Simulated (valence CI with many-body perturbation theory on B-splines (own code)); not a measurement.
The numbers below are computed, except where a source is named.
**Hyperfine factors and g values of I XXIII**

Level of theory: relativistic CI+MBPT: three valence electrons over a frozen Dirac-Fock core [Ar] 3d10, radial functions for each j: 11 s, 11 p, 9 d, 7 f, 5 g, 2 h, 1 i, with the one-electron correlation potential Σ1, the two-electron term Σ2, the three-electron term Σ3, Breit, model QED; selected CI, second order for the rest (own B-spline code, finite nucleus).

No measured spectrum was set against this ion. As an estimate, levels hold to about 250 cm⁻¹ or 0.2 % of their energy and the worst to 1 %, as in measured heavy ions of charge 2 to 7; those with d or f electrons hold less well.

A/g_I is the dipole constant over the nuclear g factor μ/I (μ in nuclear magnetons, uniformly magnetised nucleus), B/Q the quadrupole constant per barn. Both hold the static response of the core; the bare values leave it out. Large factors of s and p1/2 electrons are usually good to 5 to 10 %; those of open d and f shells near neutrality can be off by tens of per cent, and small factors of p3/2, d and f electrons come from cancelling terms and can be off by a factor of two or in sign, in half-filled shells by more. B is blank for J = 1/2, where it vanishes, and for nearly pure S terms. Energies count from the lowest level.

Names give the largest LS component (configuration and term), which can be under half, so a name can repeat, a term be missing and a line seem to break the LS rules; names also repeat where a configuration has a term twice. Letters in brackets count levels of one name in rising energy.

```
               Level  E (cm⁻¹)      g  A/g_I (MHz)  A/g_I bare  B/Q (MHz/b)  B/Q bare
      4s2 4p 2P°_1/2         0  0.664        88800       84700                       
      4s2 4p 2P°_3/2    125070  1.332        14200       13400        26600     25300
       4s 4p2 4P_1/2    381090  2.488       240000      229000                       
       4s 4p2 4P_3/2    462500  1.703        74500       71000        21700     20600
       4s 4p2 4P_5/2    495450  1.453        82500       78600         -278      -257
       4s 4p2 2D_3/2    551710  0.887        -6930       -6580        28300     26800
       4s 4p2 2P_1/2    583570  1.151       -19300      -18400                       
       4s 4p2 2D_5/2    615990  1.344        70700       67400        24400     23200
       4s 4p2 2S_1/2    708550  1.693       274000      261000                       
       4s 4p2 2P_3/2    716300  1.268       -32100      -30500       -19600    -18600
       4s2 4d 2D_3/2    836860  0.803         3000        3060         6120      5830
       4s2 4d 2D_5/2    859050  1.200         6510        6380         7960      7570
     4p3 2P°_3/2 [a]    959560  1.357        11100       10800        22900     21700
         4p3 4S°_3/2   1052800  1.445        -3490       -3050         -525      -497
         4p3 2D°_5/2   1058500  1.196        30600       29300        -4670     -4430
         4p3 2P°_1/2   1116200  0.664        84900       80600                       
    4s 4p 4d 4F°_3/2   1131800  0.458       -28200      -26800         9140      8660
    4s 4p 4d 4F°_5/2   1154100  1.050        43600       41700         3880      3680
    4s 4p 4d 4F°_7/2   1192600  1.255        49100       46900         2800      2650
    4s 4p 4d 4P°_5/2   1201100  1.448        46900       45000         6180      5850
     4p3 2P°_3/2 [b]   1201400  1.328        19200       18600       -12000    -11400
    4s 4p 4d 4D°_1/2   1210900  0.334      -104000      -98900                       
    4s 4p 4d 4D°_3/2   1211900  1.336        26000       25000        -5870     -5580
4s 4p 4d 2F°_5/2 [a]   1256900  0.965        12300       11900        13800     13100
    4s 4p 4d 4F°_9/2   1271500  1.332        39300       37700        32600     30900
4s 4p 4d 2D°_3/2 [a]   1271900  0.910       -27100      -25700          819       802
    4s 4p 4d 4P°_1/2   1297500  2.368       156000      149000                       
    4s 4p 4d 4D°_5/2   1298900  1.305        48000       45900          378       360
    4s 4p 4d 4D°_7/2   1301400  1.375        45400       43400         1400      1350
    4s 4p 4d 4P°_3/2   1301500  1.507        60300       57700        -7440     -7050
4s 4p 4d 2D°_5/2 [a]   1329800  1.287        57900       55300       -10100     -9580
4s 4p 4d 2D°_3/2 [b]   1357100  1.060       -12700      -12000        -6940     -6590
4s 4p 4d 2F°_7/2 [a]   1374400  1.143        -3520       -3230        32200     30600
4s 4p 4d 2F°_5/2 [b]   1393800  0.892       -16700      -15800        22000     20800
4s 4p 4d 2F°_7/2 [b]   1394900  1.175        36200       34600        22500     21300
4s 4p 4d 2P°_1/2 [a]   1413100  0.626       -58200      -55200                       
4s 4p 4d 2P°_1/2 [b]   1427600  0.666        -1960       -1600                       
4s 4p 4d 2P°_3/2 [a]   1444800  1.138        -9530       -8790       -13900    -13100
4s 4p 4d 2P°_3/2 [b]   1445300  1.182        76800       73400         1900      1810
4s 4p 4d 2D°_5/2 [b]   1452500  1.160       -19400      -18200       -15300    -14500
```

Task: Take the isotope of mass number 129, with I = 7/2, μ = 2.6165 μN and Q = -0.483 b. What is the hyperfine structure of 4s 4p2 2D_3/2?

Result: From the table A = -5180 MHz, B = -13700 MHz. Shifts from the centre of gravity in MHz: F = 2: 27600, F = 3: 21900, F = 4: 5070, F = 5: -30600.
